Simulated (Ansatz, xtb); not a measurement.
CHS2Se−: which of two isomers lies lower

Structure I: `S=CS[Se-]`, a singlet. Structure II: `S=C[Se][S-]`, a singlet. Both are isolated ions in the gas phase, relaxed with PBE0-D3(BJ)/def2-SVPD; the shapes shown needn't be the lowest conformers.

I (Å):

| atom | x (Å) | y (Å) | z (Å) |
| --- | --- | --- | --- |
| C | -0.2402 | 0.7782 | 1.3236 |
| S | 0.4963 | -0.2724 | 2.3796 |
| S | -1.2856 | 2.0404 | 1.7570 |
| Se | -1.9386 | 3.0777 | -0.0730 |
| H | -0.0795 | 0.7051 | 0.2368 |

II (Å):

```tsv
atom	x (Å)	y (Å)	z (Å)
C	-0.1505	0.9529	1.5695
S	0.5210	-0.1450	2.6169
S	-0.8550	3.5099	-0.2510
Se	0.5119	2.6205	1.1716
H	-1.0811	0.7383	1.0210
```

Quicker runs give these differences E(II) − E(I): GFN2-xTB +0.401 eV; HF/STO-3G +1.545 eV (at GFN2-xTB geometries); r2SCAN-D4/def2-SVPD +0.269 eV (at GFN2-xTB geometries).

Estimate E(II) − E(I) at the level CCSD(T)/def2-SVPD + ΔMP2/def2-TZVPPD.

Calculated at CCSD(T)/def2-SVPD + ΔMP2/def2-TZVPPD: E(II) − E(I) = +0.285 eV, so structure I lies lower.

The same difference at several levels:

```
                               level               geometry  E(II) − E(I) (eV)  departure from the last row (eV)  job, with rough time for the two
                            GFN2-xTB               GFN2-xTB              +0.401                            +0.117               optimisation, 0.3 s
                           HF/STO-3G               GFN2-xTB              +1.545                            +1.260              single point, 0.74 s
                 r2SCAN-D4/def2-SVPD               GFN2-xTB              +0.269                            −0.016               single point, 5.6 s
               PBE0-D3(BJ)/def2-SVPD  PBE0-D3(BJ)/def2-SVPD              +0.272                            −0.012                optimisation, 58 s
                        HF/def2-SVPD  PBE0-D3(BJ)/def2-SVPD              +0.376                            +0.092           part of the CCSD(T) run
                       MP2/def2-SVPD  PBE0-D3(BJ)/def2-SVPD              +0.276                            −0.009           part of the CCSD(T) run
                   CCSD(T)/def2-SVPD  PBE0-D3(BJ)/def2-SVPD              +0.272                            −0.013                      single point
CCSD(T)/def2-SVPD + ΔMP2/def2-TZVPPD  PBE0-D3(BJ)/def2-SVPD              +0.285                                                  single point, 51 s
```

As drawn, II has 1 C–Se in place of 1 C–S.

The levels shown agree on the order. The largest departure from CCSD(T)/def2-SVPD + ΔMP2/def2-TZVPPD is that of HF/STO-3G, 1.260 eV. The last row adds to CCSD(T) the change of the MP2 difference between the two basis sets, here +0.013 eV.

With harmonic frequencies from PBE0-D3(BJ)/def2-SVPD (ideal gas, rigid rotor, one conformer each, 298.15 K, 1 atm): on the last row, ΔE + ΔZPE = +0.270, ΔH = +0.272, ΔG = +0.269 eV.

The T1 diagnostic of structures I and II is large, so the coupled-cluster value is less sure. The correlated steps freeze 20 core orbitals; the filled d shell of Se is correlated, in a basis made for valence electrons. Programs: Ansatz 0.2.0, xtb 6.7.1; the last row on 2 threads of Intel(R) Xeon(R) Processor @ 2.70GHz on a shared host.
